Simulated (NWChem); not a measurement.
System: C₃H₇FSi; SMILES C=C(F)[SiH2]C

NWChem input:

```
start job
memory heap 200 mb stack 900 mb global 1100 mb
geometry units angstroms noautosym nocenter noautoz
  C      0.865394    -1.902153     0.457008
  C      0.048693    -0.947386     0.012485
  F     -1.255670    -1.234033    -0.185954
  Si     0.482484     0.848495    -0.388491
  C     -0.598401     2.003446     0.618300
  H      0.497750    -2.912382     0.659712
  H      1.921181    -1.683194     0.623221
  H      0.253045     1.073378    -1.849079
  H      1.934886     1.030340    -0.087055
  H     -1.660375     1.780030     0.433532
  H     -0.404986     1.883434     1.695022
  H     -0.415363     3.054481     0.347557
end
basis spherical
  * library 6-311g**
end
dft
  xc b3lyp
  iterations 150
end
property
  shielding
end
task dft property
```

Excerpt of the output:

```
             Northwest Computational Chemistry Package (NWChem) 7.3.0
             --------------------------------------------------------

                             Geometry "geometry" -> ""
                             -------------------------

 Output coordinates in angstroms (scale by  1.889725989 to convert to a.u.)

  No.       Tag          Charge          X              Y              Z
 ---- ---------------- ---------- -------------- -------------- --------------
    1 C                    6.0000     0.86539400    -1.90215300     0.45700800
    2 C                    6.0000     0.04869300    -0.94738600     0.01248500
    3 F                    9.0000    -1.25567000    -1.23403300    -0.18595400
    4 Si                  14.0000     0.48248400     0.84849500    -0.38849100
    5 C                    6.0000    -0.59840100     2.00344600     0.61830000
    6 H                    1.0000     0.49775000    -2.91238200     0.65971200
    7 H                    1.0000     1.92118100    -1.68319400     0.62322100
    8 H                    1.0000     0.25304500     1.07337800    -1.84907900
    9 H                    1.0000     1.93488600     1.03034000    -0.08705500
   10 H                    1.0000    -1.66037500     1.78003000     0.43353200
   11 H                    1.0000    -0.40498600     1.88343400     1.69502200
   12 H                    1.0000    -0.41536300     3.05448100     0.34755700

 Effective nuclear repulsion energy (a.u.)     220.6208569366

                              NWChem Property Module
                              ----------------------

  itol2e modified to match energy
  convergence criterion.

                                 NWChem DFT Module
                                 -----------------

 Summary of "ao basis" -> "ao basis" (spherical)
 ------------------------------------------------------------------------------
       Tag                 Description            Shells   Functions and Types
 ---------------- ------------------------------  ------  ---------------------
 C                          6-311g**                 8       18   4s3p1d
 F                          6-311g**                 8       18   4s3p1d
 Si                         6-311g**                12       26   6s5p1d
 H                          6-311g**                 4        6   3s1p

  itol2e modified to match energy
  convergence criterion.

            General Information
            -------------------
          SCF calculation type: DFT
          Wavefunction type:  closed shell.
          No. of atoms     :    12
          No. of electrons :    48
           Alpha electrons :    24
            Beta electrons :    24
          Charge           :     0
          Spin multiplicity:     1
          Use of symmetry is: off; symmetry adaption is: off
          Maximum number of iterations: 150
          AO basis - number of functions:   140
                     number of shells:    72
          Convergence on energy requested:  1.00D-07
          Convergence on density requested:  1.00D-05
          Convergence on gradient requested:  5.00D-04

              XC Information
              --------------
                         B3LYP Method XC Potential
                     Hartree-Fock (Exact) Exchange  0.200
                        Slater Exchange Functional  0.800 local
                    Becke 1988 Exchange Functional  0.720 non-local
              Lee-Yang-Parr Correlation Functional  0.810
                  VWN I RPA Correlation Functional  0.190 local

             Grid Information
             ----------------
          Grid used for XC integration:  fine
          Radial quadrature: Mura-Knowles
          Angular quadrature: Lebedev.
          Tag              B.-S. Rad. Rad. Pts. Rad. Cut. Ang. Pts.
          ---              ---------- --------- --------- ---------
          C                   0.70       70          13.0       590
          F                   0.50       70          12.0       590
          Si                  1.10      123          12.0       770
          H                   0.35       60          14.0       590
          Grid pruning is: on
          Number of quadrature shells:   823
          Spatial weights used:  Erf1

      Superposition of Atomic Density Guess
      -------------------------------------

 Sum of atomic energies:        -504.74619306

      Non-variational initial energy
      ------------------------------

 Total energy =    -507.113537
 1-e energy   =   -1132.938630
 2-e energy   =     405.204236
 HOMO         =      -0.303295
 LUMO         =       0.010474

   convergence    iter        energy       DeltaE   RMS-Dens  Diis-err
 ---------------- ----- ----------------- --------- --------- ---------
 d= 0,ls=0.0,diis     1   -507.8609281407 -7.28D+02  5.39D-03  1.17D+00
 d= 0,ls=0.0,diis     2   -507.8729918619 -1.21D-02  3.98D-03  6.95D-01
 d= 0,ls=0.0,diis     3   -507.9133548068 -4.04D-02  1.57D-03  2.58D-01
 d= 0,ls=0.0,diis     4   -507.9378500189 -2.45D-02  4.07D-04  4.55D-03
 d= 0,ls=0.0,diis     5   -507.9382633686 -4.13D-04  1.51D-04  1.89D-03
  Resetting Diis
 d= 0,ls=0.0,diis     6   -507.9384594799 -1.96D-04  2.73D-05  2.58D-05
 d= 0,ls=0.0,diis     7   -507.9384618421 -2.36D-06  1.76D-05  3.47D-06
 d= 0,ls=0.0,diis     8   -507.9384614970  3.45D-07  1.01D-05  6.62D-06
 d= 0,ls=0.0,diis     9   -507.9384622413 -7.44D-07  1.32D-06  1.06D-07
 d= 0,ls=0.0,diis    10   -507.9384622528 -1.15D-08  4.24D-07  1.01D-08

         Total DFT energy =     -507.938462252836
      One electron energy =    -1137.417163909116
           Coulomb energy =      459.182014820986
    Exchange-Corr. energy =      -50.324170101289
 Nuclear repulsion energy =      220.620856936583

 Numeric. integr. density =       48.000006718149

                       DFT Final Molecular Orbital Analysis
                       ------------------------------------

[...]

          -----------------------------------------
          Chemical Shielding Tensors (GIAO, in ppm)
          -----------------------------------------

                                NWChem CPHF Module
                                ------------------

  scftype          =     RHF
  nclosed          =       24
  nopen            =        0
  variables        =     2784
  # of vectors     =        3
  tolerance        = 0.10D-03
  level shift      = 0.00D+00
  max iterations   =       50
  max subspace     =       30

 SCF residual:    1.7682599040944427E-005

Iterative solution of linear equations
  No. of variables     2784
  No. of equations        3
  Maximum subspace       30
        Iterations       50
       Convergence  1.0D-04

   iter   nsub   residual    time
   ----  ------  --------  ---------
     1      3    4.39D-01     126.0
     2      6    3.81D-02     132.5
     3      9    1.73D-03     139.1
     4     12    6.51D-05     145.8

      Atom:    1  C
        Diamagnetic
    261.2373     -4.8145      5.7086
     -4.8145    262.1462     -6.6493
      5.7086     -6.6493    243.1585

        Paramagnetic
   -265.2948    -66.9691    -19.3495
    -66.9691   -189.3945     14.2564
    -19.3495     14.2564    -97.7576

        Total Shielding Tensor
     -4.0575    -71.7836    -13.6408
    -71.7836     72.7517      7.6072
    -13.6408      7.6072    145.4009

           isotropic =      71.3650
          anisotropy =     119.3306

          Principal Components and Axis System
                 1           2           3
              150.9188    110.5573    -47.3810

      1        -0.2160     -0.4645      0.8588
      2         0.2891      0.8097      0.5106
      3         0.9326     -0.3586      0.0406

      Atom:    2  C
        Diamagnetic
    263.5237      0.0511      5.9188
      0.0511    261.7697     -6.2438
      5.9188     -6.2438    237.8167

        Paramagnetic
   -324.2995    -67.9453    -16.4888
    -67.9453   -257.3914     11.2893
    -16.4888     11.2893   -169.9460

        Total Shielding Tensor
    -60.7758    -67.8942    -10.5699
    -67.8942      4.3783      5.0455
    -10.5699      5.0455     67.8706

           isotropic =       3.8244
          anisotropy =    -161.3363

          Principal Components and Axis System
                 1           2           3
             -103.7331     72.0268     43.1794

      1         0.8471     -0.2246     -0.4817
      2         0.5302      0.2947      0.7950
      3         0.0366      0.9288     -0.3687

      Atom:    3  F
        Diamagnetic
    490.1560      6.1725      4.4290
      6.1725    464.2493      0.5902
      4.4290      0.5902    462.0256

        Paramagnetic
   -240.6513     33.2831    -40.9190
     33.2831   -286.4036     65.8734
    -40.9190     65.8734    -80.5056

        Total Shielding Tensor
    249.5046     39.4556    -36.4899
     39.4556    177.8457     66.4636
    -36.4899     66.4636    381.5200

           isotropic =     269.6234
          anisotropy =     203.2741

          Principal Components and Axis System
                 1           2           3
              405.1395    266.7236    137.0071

      1        -0.1601      0.9024     -0.4001
      2         0.2513      0.4292      0.8675
      3         0.9546      0.0383     -0.2955

      Atom:    4  Si
        Diamagnetic
    878.2503      0.3907     -1.7225
      0.3907    884.6910      0.0750
     -1.7225      0.0750    876.4746

        Paramagnetic
   -489.5145     -6.9120    -14.3550
     -6.9120   -477.6197     15.0233
    -14.3550     15.0233   -512.2132

        Total Shielding Tensor
    388.7358     -6.5213    -16.0775
     -6.5213    407.0713     15.0982
    -16.0775     15.0982    364.2614

           isotropic =     386.6895
          anisotropy =      45.1379

          Principal Components and Axis System
                 1           2           3
              416.7815    389.2827    354.0044

      1        -0.4042      0.8329      0.3779
      2         0.8388      0.5023     -0.2101
      3         0.3649     -0.2321      0.9017

      Atom:    5  C
        Diamagnetic
    248.9135     -4.1897     -3.2704
     -4.1897    253.1538      4.1938
     -3.2704      4.1938    248.7681

        Paramagnetic
    -62.9885      5.2954      1.7327
      5.2954    -60.2849     -6.6603
      1.7327     -6.6603    -56.8351

        Total Shielding Tensor
    185.9250      1.1057     -1.5377
      1.1057    192.8689     -2.4666
     -1.5377     -2.4666    191.9330

           isotropic =     190.2423
          anisotropy =       7.5450

          Principal Components and Axis System
                 1           2           3
              195.2723    189.9393    185.5153

      1         0.1932     -0.1016      0.9759
      2         0.7446      0.6629     -0.0784
      3        -0.6389      0.7418      0.2037

      Atom:    6  H
        Diamagnetic
     26.8614      2.2048      0.2824
      2.2048     40.1046     -4.2116
      0.2824     -4.2116     23.6024

        Paramagnetic
     -2.6027     -5.3687      0.2339
     -5.3687    -11.4358      2.9384
      0.2339      2.9384      2.6591

        Total Shielding Tensor
     24.2587     -3.1639      0.5163
     -3.1639     28.6689     -1.2732
      0.5163     -1.2732     26.2614

           isotropic =      26.3963
          anisotropy =       6.5129

          Principal Components and Axis System
                 1           2           3
               30.7383     25.8485     22.6022

      1        -0.4383     -0.1696      0.8827
      2         0.8500      0.2411      0.4684
      3        -0.2923      0.9556      0.0384

      Atom:    7  H
        Diamagnetic
     40.9184      0.0343      3.7440
      0.0343     27.4775     -1.0515
      3.7440     -1.0515     23.6859

        Paramagnetic
    -15.2952     -2.8624     -3.1051
     -2.8624      0.7421     -0.0846
     -3.1051     -0.0846      2.6252

        Total Shielding Tensor
     25.6232     -2.8281      0.6390
     -2.8281     28.2196     -1.1361
      0.6390     -1.1361     26.3111

           isotropic =      26.7180
          anisotropy =       5.5876

          Principal Components and Axis System
                 1           2           3
               30.4431     25.9038     23.8071

      1        -0.5120     -0.1910      0.8375
      2         0.8047      0.2343      0.5454
      3        -0.3004      0.9532      0.0338

      Atom:    8  H
        Diamagnetic
     23.3619     -0.0161      0.5377
     -0.0161     25.6242     -2.7536
      0.5377     -2.7536     36.8543

        Paramagnetic
      1.0517     -0.1372     -0.8461
     -0.1372      0.0630      1.9035
     -0.8461      1.9035     -5.2767

        Total Shielding Tensor
     24.4136     -0.1532     -0.3085
     -0.1532     25.6872     -0.8501
     -0.3085     -0.8501     31.5776

           isotropic =      27.2261
          anisotropy =       6.7242

          Principal Components and Axis System
                 1           2           3
               31.7089     25.5987     24.3708

      1        -0.0389     -0.1605      0.9863
      2        -0.1387      0.9783      0.1538
      3         0.9896      0.1308      0.0604

      Atom:    9  H
        Diamagnetic
     37.1912      2.5291      1.4276
      2.5291     26.3523      0.1522
      1.4276      0.1522     23.2386

        Paramagnetic
     -5.6532     -2.0530     -1.1741
     -2.0530      0.0599     -0.1765
     -1.1741     -0.1765      1.1734

        Total Shielding Tensor
     31.5380      0.4761      0.2535
      0.4761     26.4122     -0.0243
      0.2535     -0.0243     24.4120

           isotropic =      27.4541
          anisotropy =       6.2048

          Principal Components and Axis System
                 1           2           3
               31.5906     26.3695     24.4021

      1         0.9952     -0.0905     -0.0369
      2         0.0913      0.9956      0.0208
      3         0.0348     -0.0241      0.9991

      Atom:   10  H
        Diamagnetic
     38.6978     -0.0652      0.5837
     -0.0652     26.9593      1.5523
      0.5837      1.5523     23.9324

        Paramagnetic
     -1.5160      0.3927      0.0280
      0.3927      2.2243     -0.6511
      0.0280     -0.6511      3.3681

        Total Shielding Tensor
     37.1818      0.3274      0.6117
      0.3274     29.1836      0.9012
      0.6117      0.9012     27.3005

           isotropic =      31.2220
          anisotropy =       9.0238

          Principal Components and Axis System
                 1           2           3
               37.2378     29.5089     26.9192

      1         0.9967     -0.0684     -0.0438
      2         0.0479      0.9302     -0.3639
      3         0.0657      0.3606      0.9304

      Atom:   11  H
        Diamagnetic
     24.2798     -1.2115      0.7226
     -1.2115     26.4828      1.3858
      0.7226      1.3858     38.9646

        Paramagnetic
      3.7847      0.6620     -0.0462
      0.6620      2.3189     -0.8085
     -0.0462     -0.8085     -1.2750

        Total Shielding Tensor
     28.0644     -0.5495      0.6764
     -0.5495     28.8017      0.5773
      0.6764      0.5773     37.6896

           isotropic =      31.5186
          anisotropy =       9.3760

          Principal Components and Axis System
                 1           2           3
               37.7693     29.0908     27.6957

      1         0.0660     -0.4825      0.8734
      2         0.0601      0.8756      0.4792
      3         0.9960     -0.0208     -0.0868

[...]
```

Level: B3LYP/6-311G** (spherical d), GIAO. The geometry was optimised at PBE0/def2-SVP. No frequency run checked for a minimum. B3LYP is NWChem's, with the RPA form of VWN correlation. The printed shielding anisotropy is the first printed principal value minus the mean of the other two.
